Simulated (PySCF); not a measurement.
## HgP⁺: energy against distance

Set-up: basis Hg def2-SVP with ECP60, P def2-SVP; scalar-relativistic core potentials; PySCF 2.14. Energies in eV from Hg⁺ + P in their ground configurations at the same level. All curves are PBE0. state 1: ³Σ⁻ (triplet), unpaired electrons π ↑↑; state 2: Ms = 0 determinant of mixed spin (⟨S²⟩ near 1.0), unpaired electrons π ↑↓, a mixture of terms (⟨Lz²⟩ = 2.0), a second solution, started from another occupation; state 3: ⁵Σ⁻ (quintet), unpaired electrons σ ↑↑, π ↑↑, a second solution, started from another occupation.

```
R (Å)  state 1  state 2  state 3
2.128   -1.638   -1.277   1.6822
2.228   -2.006   -1.637   1.1210
2.326   -2.199   -1.822   0.7262
2.401   -2.263   -1.881   0.5069
2.475   -2.279   -1.892   0.3353
2.549   -2.259   -1.867   0.2006
2.648   -2.195   -1.797   0.0647
2.772   -2.079   -1.671  -0.0540
2.921   -1.914   -1.492  -0.1436
3.119   -1.690   -1.242  -0.2036
```

Q: Put a parabola through the three lowest points of the state 1 curve and estimate Re, k and ωe (reduced mass 26.86 u; 1 eV/Å² = 0.16022 mdyn/Å; ωe = 1302.8·√(k/μ) cm⁻¹).

A: Through R = 2.401, 2.475, 2.549 Å the second-order coefficient is 3.29 eV/Å², so Re ≈ 2.471 Å, k ≈ 1.05 mdyn/Å and ωe ≈ 258 cm⁻¹. A polynomial fit of higher order to the unrounded PBE0 energies gives Re = 2.467 Å, k = 1.05 mdyn/Å, ωe = 258 cm⁻¹; anharmonicity and rounding make the difference.

The higher-order fit for each curve: state 1: Re = 2.467 Å, ωe = 258 cm⁻¹, De = 2.28 eV; state 2: Re = 2.457 Å, ωe = 263 cm⁻¹, minimum 1.89 eV below the ground-state fragments. State 3 gave no clean fit.

⟨S²⟩ of the unrestricted solution departs from its pure value on part of the curve, where spin states mix. Spin–orbit coupling is left out, which matters for elements this heavy, above all for dissociation energies. For an ion De counts to the pair picked by the measured ionisation energies or electron affinities, which need not be the lowest pair at this level. Counting both spins, an empty level lies below a filled one in some of these solutions, because spin and occupation are held. The state is the lowest determinant that a PBE0 search found; another state may lie lower at other levels.
